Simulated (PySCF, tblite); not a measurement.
C3H8NSSi (doublet state).
SMILES: `C=CC[N][SiH2]S`

Jobs on this species (14 atoms, 63 electrons) with PySCF (density fitting) and tblite. Hardware of each: one thread, Intel Xeon at 2.60 GHz (x86_64), shared host. Times come from a shared host and carry two figures at best.

Problem. Rank these jobs by wall time, shortest first.
A. GFN2-xTB; Hessian by finite differences
B. UKS B3LYP, pcH-1 on C H N S Si, non-relativistic, mean-field spin-orbit, GIAO; unrestricted SCF, g, hyperfine, density and orbital grids written; 250 basis functions
C. GFN2-xTB; L-BFGS relaxation

Solution. A (0.54 s), C (1.3 s), B (55 s).

All jobs:

| level and settings | work | basis functions | SCF cycles | wall time |
| --- | --- | --- | --- | --- |
| GFN2-xTB | Hessian by finite differences | – | – | 0.54 s |
| GFN2-xTB | L-BFGS relaxation | – | – | 1.3 s |
| UKS B3LYP, pcH-1 on C H N S Si, non-relativistic, mean-field spin-orbit, GIAO | unrestricted SCF, g, hyperfine, density and orbital grids written | 250 | 15 | 55 s |

Problem. What do all jobs in the table cost together?

Solution. About 57 s; the longest takes about 97 % of that, and about 100 times as long as the shortest.
